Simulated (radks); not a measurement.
The nuclear charge of the caesium ion Cs2+ is varied continuously with 53 electrons held in [Kr] 4d10 5s2 5p5. Method: Dirac Kohn-Sham, PBE, spin-unpolarised, spherical densities, finite nucleus; open shells fill j = l - 1/2 first; Fermi nuclear charge, rms radius 4.8041 fm; computed with a radial shooting solver on a logarithmic mesh with Libxc functionals. By the Hellmann-Feynman theorem dE/dZ = E(electron-nucleus)/Z, the electronic potential at the nucleus (averaged over a nucleus of fixed radius).

Z,E (hartree),E(electron-nucleus)/Z (hartree),HOMO,e(HOMO) (eV),<r> HOMO (bohr)
54.6,-7652.1741,-340.297,5p3/2,-23.296,2.089
54.8,-7720.4072,-342.035,5p3/2,-25.688,2.050
55,-7788.9881,-343.774,5p3/2,-28.146,2.014
55.2,-7857.9169,-345.515,5p3/2,-30.666,1.979
55.4,-7927.1940,-347.257,5p3/2,-33.250,1.946
55.6,-7996.8197,-349.001,5p3/2,-35.895,1.914
55.8,-8066.7943,-350.746,5p3/2,-38.600,1.884
56,-8137.1182,-352.493,5p3/2,-41.365,1.855

The central difference of E at Z = 55 is -343.774 hartree, to compare with the third column; the second derivative is -8.7 hartree.
